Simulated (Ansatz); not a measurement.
Geometry optimisation, UKS PBE/def2-SVP in Ansatz.

input.yaml

```yaml
crystal:
  periodic: [false, false, false]
  atoms:
    - { symbol: W, position_ang: [0.114746, -0.164401, 0.519556] }
    - { symbol: F, position_ang: [1.194351, -0.885188, 1.868317] }
    - { symbol: H, position_ang: [1.649636, -0.320767, -0.195917] }
    - { symbol: F, position_ang: [0.913923, 1.511315, 0.805637] }
    - { symbol: F, position_ang: [-1.1564, -1.396692, 1.206366] }
    - { symbol: F, position_ang: [-0.02009, -1.35119, -0.949668] }
    - { symbol: F, position_ang: [-1.135953, 0.884533, -0.445948] }
    - { symbol: "N", position_ang: [-0.600863, 0.587934, 2.763445] }
    - { symbol: H, position_ang: [-1.084439, -0.060434, 3.413328] }
    - { symbol: H, position_ang: [-0.004911, 1.194889, 3.364883] }
magnetization:
  spin_polarized: true
  initial_magnetization: 1
basis:
  gaussian: { orbitals: def2-SVP }
hamiltonian:
  xc: pbe
relax:
  f_tol: 0.03
  max_steps: 50
```

Run as:

```bash
$ ansatz run input.yaml --threads 4 --pin off --max-ram 5120MiB --backend cpu --events-out ev --progress --plain --runs-dir out
```

Q: Where does it end, and by what steps?

A: The run converged. After 9 steps the energy has fallen by 0.264 eV; H10 moved furthest, 0.46 Å.

```csv
step,energy less start (eV),largest force component (eV/Å),accepted
0,0.0000,1.005,yes
1,-0.1388,0.521,yes
2,-0.1860,1.300,yes
3,-0.1717,1.645,no
4,-0.2444,0.150,yes
5,-0.2601,0.110,yes
6,-0.2569,0.167,no
7,-0.2626,0.092,yes
8,-0.2641,0.031,yes
9,-0.2643,0.014,yes
```

```xyz
10
Properties=species:S:1:pos:R:3
W 0.126 -0.225 0.588
F 1.237 -0.887 2.011
H 1.659 -0.496 -0.101
F 1.053 1.414 0.816
F -0.973 -1.626 1.213
F -0.171 -1.037 -1.078
F -1.206 0.964 -0.019
N -0.606 0.553 2.591
H -1.026 -0.071 3.302
H -0.223 1.412 3.025
```

Run time: 32 s on 4 threads of Arm Neoverse V2 (shared host), peak memory 0.23 GiB.
